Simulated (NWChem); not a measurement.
Species: C$_{2}$H$_{9}$N$_{2}$ cation; SMILES NCC[NH3+]

```xyz
13

N     -0.2188    -1.9004    -0.0221
C      0.4913    -0.6551    -0.0566
C     -0.5353     0.4686     0.0481
N      0.1120     1.8250     0.0166
H     -0.4817    -2.2346    -0.9451
H      0.3012    -2.6365     0.4443
H      1.1706    -0.5980     0.8110
H      1.1236    -0.4961    -0.9573
H     -1.2493     0.4386    -0.7873
H     -1.0989     0.3907     0.9875
H     -0.5788     2.5843     0.0705
H      0.7646     1.9515     0.8019
H      0.6547     1.9659    -0.8463
```
Atoms are numbered in this order, from 1.

Level: PBE0/def2-SVP (NWChem), optimised geometry, unscaled harmonic frequencies. 

```csv
frequency (cm⁻¹),IR intensity (km/mol)
136,2.0
186,35.2
232,2.9
258,4.8
464,22.2
745,171.2
782,6.8
888,21.8
915,29.5
988,12.6
1040,8.6
1149,2.2
1162,10.4
1264,1.9
1326,7.9
1349,12.2
1368,3.9
1436,4.6
1468,10.2
1481,8.7
1493,146.6
1624,47.6
1631,41.6
1646,26.6
2973,55.1
3095,7.9
3121,0.6
3198,0.2
3423,54.0
3511,114.2
3522,135.6
3584,26.3
3673,38.9
```

```
Item                                                                                Value
-----------------------------------------------------------------------  ----------------
zero-point energy                                                           78.8 kcal/mol
thermal correction to the enthalpy at 298.15 K (with zero-point energy)     83.0 kcal/mol
heat capacity Cv                                                         19.2 cal/(mol K)
entropy at 298.15 K and 1 atm (symmetry number 1)                        73.3 cal/(mol K)
```

Rigid rotor and harmonic oscillator.
